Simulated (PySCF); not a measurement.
thionyl fluoride (F2OS), SMILES O=S(F)F. Atoms are numbered in the order given.

```xyz
4

O      1.3643     0.3468     0.0000
S      0.1599    -0.4034     0.0000
F     -0.7485     0.2044     1.1520
F     -0.7485     0.2044    -1.1520
```

The structure is a stationary point at PBE0-D3(BJ)/def2-TZVP.

Computed with PySCF with PBE0/pcJ-1.

Isotropic couplings with Fermi-contact, spin-dipole and both spin-orbit terms, one fixed conformer, no vibrational averaging. Isotopes: 19F.

**Question.** Estimate the spin–spin coupling constants. (The exact figures need the calculation; the answer reports its results.)

**Answer.** 
| pair | bonds apart | J (Hz) |
|---|---|---|
| F3–F4 | 2 | 18.5 |
